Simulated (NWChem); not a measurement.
Program: NWChem. System: BF, charge 0, spin multiplicity 1, at a geometry optimised with B3LYP/def2-SVP. The structure started from a generated list of species. Level: HF/6-31G* (spherical d).

Job file:

```
start mol
memory heap 200 mb stack 900 mb global 1100 mb
geometry units angstroms nocenter noautoz
  B      0.000000     0.000000    -0.812271
  F      0.000000     0.000000     0.451262
  symmetry group C2v
end
basis spherical
  * library 6-31g*
end
dft
  xc hfexch
  semidirect memsize 60000000 filesize 0
  iterations 100
end
property
  dipole
  response 1 0.0
end
task dft property
```

Output (cleaned and shortened):

```
             Northwest Computational Chemistry Package (NWChem) 7.3.0
             --------------------------------------------------------

                                NWChem Input Module
                                -------------------

 Scaling coordinates for geometry "geometry" by  1.889725989
 (inverse scale =  0.529177249)

 Turning off AUTOSYM since
 SYMMETRY directive was detected!

                             Geometry "geometry" -> ""
                             -------------------------

 Output coordinates in angstroms (scale by  1.889725989 to convert to a.u.)

  No.       Tag          Charge          X              Y              Z
 ---- ---------------- ---------- -------------- -------------- --------------
    1 B                    5.0000     0.00000000     0.00000000    -0.81227100
    2 F                    9.0000     0.00000000     0.00000000     0.45126200

 Effective nuclear repulsion energy (a.u.)      18.8463429170

            Nuclear Dipole moment (a.u.)
            ----------------------------
        X                 Y               Z
 ---------------- ---------------- ----------------
     0.0000000000     0.0000000000     0.0000056692

      Symmetry information
      --------------------

 Group name             C2v
 Group number             16
 Group order               4
 No. of unique centers     2

      Symmetry unique atoms

     1    2


 Summary of "ao basis" -> "" (spherical)
 ------------------------------------------------------------------------------
       Tag                 Description            Shells   Functions and Types
 ---------------- ------------------------------  ------  ---------------------
 *                           6-31g*                   on all atoms

  xc_inp: hfexch multiplicative factor not found.
                              NWChem Property Module
                              ----------------------

                                 NWChem DFT Module
                                 -----------------

 Summary of "ao basis" -> "ao basis" (spherical)
 ------------------------------------------------------------------------------
[...]
     2   0 1 1     -0.000000     -0.000000     -0.000000      0.000000
     2   0 0 2    -10.467642    -14.396561    -14.396561     18.325479

 *** CALLING NEW AORESP DRIVER FOR CLOSED AND OPEN SHELLS ***
 Entering AOResponse driver routine

--------------------------------------------------------------------------------

          ****************
          *** RESPONSE ***
          ****************

 Response module for NWChem and dynamic CPKS solver

          -----------------------------------------------
          Solving response equations for perturbing field
          -----------------------------------------------

 number of frequencies:     1
 frequency in a.u.:  0.0000000E+00
 Perturbing field: electric
 Using El. Dipole Length Gauge

 Setting up CPKS with frequency omega =      0.00000000 a.u.

 STATIC response

                                NWChem CPHF Module
                                ------------------

  scftype          =     RHF
  nclosed          =        7
  nopen            =        0
  variables        =      147
  # of vectors     =        3
  tolerance        = 0.10D-03
  level shift      = 0.00D+00
  max iterations   =       50
  max subspace     =       30

 SCF residual:    5.6668515708779160E-006

Iterative solution of linear equations
  No. of variables      147
  No. of equations        3
  Maximum subspace       30
        Iterations       50
       Convergence  1.0D-04

   iter   nsub   residual    time
   ----  ------  --------  ---------
     1      3    9.85D-01       0.3
     2      6    7.93D-01       0.3
     3      9    9.37D-02       0.4
     4     12    1.19D-02       0.5
     5     15    3.44D-03       0.6
     6     18    4.14D-04       0.7
     7     21    4.27D-05       0.8

 Electric Dipole Response Matrix (nonzero elements):

              1        2        3
    1   15.5551   0.0000   0.0000
    2   -0.0000  15.5551   0.0000
    3   -0.0000  -0.0000  12.3532

 ------------------------------------------
 average:        14.48783 + I       0.00000

 DFT Linear Response polarizability / au
 Frequency  =       0.0000000 / au
 Wavelength = -999999.0000000 / nm
              X              Y              Z
 -----------------------------------------------
 X      15.5551380      0.0000000      0.0000000
 Y      -0.0000000     15.5551380      0.0000000
 Z      -0.0000000     -0.0000000     12.3532060
 -----------------------------------------------
 Eigenvalues =      15.5551380     15.5551380     12.3532060
 Isotropic   =      14.4878273
 Anisotropic =       3.2019320
 -----------------------------------------------

 Magnetic Dipole Response Matrix (nonzero elements):
 Optical rotation tensor Beta

 *** static G'=0. Use GPRIME input with finite omega
 *** or better ORBETA without GPRIME for small or zero freq.

 zero matrix

 ------------------------------------------
 average:         0.00000 + I       0.00000

 Exiting AOResponse driver routine

          -------------
          Dipole Moment
          -------------

 Center of charge (in au) is the expansion point
         X =       0.0000000 Y =       0.0000000 Z =       0.0000004

   Dipole moment        0.3408465346 A.U.
             DMX       -0.0000000000 DMXEFC        0.0000000000
             DMY       -0.0000000000 DMYEFC        0.0000000000
             DMZ        0.3408465346 DMZEFC        0.0000000000
   -EFC- dipole         0.0000000000 A.U.
   Total dipole         0.3408465346 A.U.

   Dipole moment        0.8663520239 Debye(s)
             DMX       -0.0000000000 DMXEFC        0.0000000000
             DMY       -0.0000000000 DMYEFC        0.0000000000
             DMZ        0.8663520239 DMZEFC        0.0000000000
   -EFC- dipole         0.0000000000 DEBYE(S)
   Total dipole         0.8663520239 DEBYE(S)

 1 a.u. = 2.541766 Debyes

 Task  times  cpu:        0.8s     wall:        0.8s

 Total times  cpu:        0.8s     wall:        0.8s
```
